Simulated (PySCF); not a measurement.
Job file and geometry (Å, from GFN2-xTB) of an NMR shielding run on SMILES NBC1(C2COC2)CC1, C$_{6}$H$_{12}$BNO, GIAO PBE0/pcSseg-1 NMR shielding, non-relativistic, gas phase (PySCF 2.14.0, density-fitted response routines); density fitting, a coarse starting grid and PySCF grid level 2 are the driver's defaults:

```
$ OMP_NUM_THREADS=1 python probes_run.py task.json out

{"job": {"kind": "nmr", "xc": "PBE0", "basis": "pcSseg-1"}, "charge": 0, "multiplicity": 1}
N      2.289648    -1.266073     0.395758
B      1.944147     0.034898     0.085418
C      0.446996     0.517519     0.121095
C     -0.576340    -0.473979     0.641796
C     -0.991377    -1.602749    -0.317841
O     -2.369951    -1.247958    -0.204264
C     -2.077771    -0.138468     0.648777
C      0.015846     1.459984    -0.985296
C      0.182298     1.982858     0.398145
H      3.234917    -1.609322     0.374603
H      1.626523    -1.977388     0.653451
H      2.798449     0.780172    -0.214496
H     -0.247235    -0.845631     1.615515
H     -0.811119    -2.628704     0.018477
H     -0.626417    -1.483754    -1.342801
H     -2.375298     0.806408     0.188147
H     -2.574003    -0.233652     1.619496
H     -0.979016     1.356238    -1.390981
H      0.754000     1.731738    -1.724545
H     -0.701258     2.235528     0.965260
H      1.028039     2.619278     0.608517
```

**Question.** What does the program print?

**Answer.** 
```
coarse grid: 17192 points
cycle   1  E = -389.9948865585  dE =  1.366e+00  |g| = 6.738e-01  |ddm| = 4.002e+00
cycle   2  E = -389.9240154545  dE =  7.087e-02  |g| = 9.357e-01  |ddm| = 1.384e+00
cycle   3  E = -390.0910358901  dE = -1.670e-01  |g| = 1.039e-01  |ddm| = 8.383e-01
cycle   4  E = -390.0928981753  dE = -1.862e-03  |g| = 3.934e-02  |ddm| = 1.072e-01
cycle   5  E = -390.0932237530  dE = -3.256e-04  |g| = 1.046e-02  |ddm| = 4.407e-02
cycle   6  E = -390.0932466692  dE = -2.292e-05  |g| = 2.853e-03  |ddm| = 1.123e-02
cycle   7  E = -390.0932484668  dE = -1.798e-06  |g| = 4.866e-04  |ddm| = 2.514e-03
final grid: 165120 points
cycle   8  E = -390.1558118579  dE = -6.621e-05  |g| = 1.382e-02  |ddm| = 4.658e-02
cycle   9  E = -390.1557761022  dE =  3.576e-05  |g| = 1.964e-02  |ddm| = 2.359e-02
cycle  10  E = -390.1558512147  dE = -7.511e-05  |g| = 1.820e-03  |ddm| = 1.398e-02
cycle  11  E = -390.1558518823  dE = -6.676e-07  |g| = 3.005e-04  |ddm| = 1.753e-03
cycle  12  E = -390.1558518987  dE = -1.646e-08  |g| = 9.703e-05  |ddm| = 3.727e-04
cycle  13  E = -390.1558519008  dE = -2.101e-09  |g| = 2.738e-05  |ddm| = 1.203e-04
cycle  14  E = -390.1558519010  dE = -1.532e-10  |g| = 8.648e-06  |ddm| = 2.485e-05
converged SCF energy = -390.1558519010

GIAO shielding tensors (ppm)
atom      isotropic    diamagn.    paramagn.     s11        s22        s33       span
  0 N      158.786     317.528    -158.742     62.981    194.664    218.713    155.733
  1 B       59.100     194.289    -135.189     15.722     52.810    108.768     93.046
  2 C      170.976     251.398     -80.422    118.835    175.187    218.906    100.071
  3 C      149.431     244.884     -95.452    128.965    153.735    165.594     36.629
  4 C      106.616     249.622    -143.007     80.260     85.461    154.126     73.866
  5 O      331.290     398.965     -67.675    264.913    356.438    372.519    107.606
  6 C      114.667     248.702    -134.035     81.216     92.304    170.482     89.266
  7 C      180.506     251.931     -71.425    154.147    181.056    206.315     52.168
  8 C      176.275     253.770     -77.495    149.995    177.142    201.688     51.693
  9 H       27.533      28.688      -1.155     22.444     23.755     36.400     13.956
 10 H       27.978      33.484      -5.506     22.097     28.839     32.999     10.902
 11 H       27.493      31.252      -3.759     25.628     25.749     31.102      5.474
 12 H       28.225      33.354      -5.129     23.981     28.078     32.617      8.636
 13 H       26.775      31.116      -4.341     23.115     27.011     30.200      7.085
 14 H       27.216      32.175      -4.958     23.940     27.814     29.894      5.955
 15 H       27.561      31.788      -4.227     23.184     29.251     30.248      7.063
 16 H       27.122      29.922      -2.800     23.691     26.210     31.466      7.774
 17 H       30.603      32.572      -1.968     24.716     28.576     38.518     13.802
 18 H       31.091      31.780      -0.689     24.877     27.220     41.176     16.299
 19 H       31.501      32.679      -1.178     25.140     30.231     39.133     13.993
 20 H       31.102      31.850      -0.748     25.052     26.926     41.329     16.277
```

Size and cost of the density-fitted run: 213 basis functions, 76 s wall time on 1 thread of an Arm Neoverse N1, shared host; peak memory 1 GiB.
